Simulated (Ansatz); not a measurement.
`OBS[SiH3]` + `OCO` → `OBOCO` + `[SiH3]S`  (ligand exchange at a B–S bond)

Computed with Ansatz on PBE0-D4/def2-TZVP structures; ΔE is electronic, products minus reactants. CCSD(T)/CBS is the MP2 limit (def2-TZVPP, def2-QZVPP) plus CCSD(T) − MP2 in def2-TZVPP, frozen cores. This one scheme is used for every species. Functionals use def2-TZVPP. Each species was taken in one conformer, which may not be the lowest.

CCSD(T)/CBS gives -58.9 kJ/mol.

Another level gave -55.2 kJ/mol. Which?
A. PBE0/def2-TZVPP
B. HF/def2-TZVPP
C. PBE-D4/def2-TZVPP
D. ωB97X-V/def2-TZVPP

A. PBE0 -55.2, ωB97X-V -62.3, PBE-D4 -47.8, HF/def2-TZVPP -81.9 kJ/mol.

Largest T1 diagnostic among the species: 0.014.

In def2-TZVPP, CCSD(T) changes the Hartree–Fock value by +20.0 kJ/mol (the triples alone add +4.4 kJ/mol) and MP2 by +23.4 kJ/mol. The D4 term adds +4.5 kJ/mol with B3LYP and +2.2 kJ/mol with PBE0; it sums over pairs of atoms, weighted by their polarisabilities, and B3LYP, whose exchange is more repulsive, gets the larger term. From PBE to PBE0 (25 % exact exchange), in def2-TZVPP and without D4, ΔE moves by −4.8 kJ/mol.

B3LYP here is the variant with VWN-RPA as its local correlation; programs differ in this.
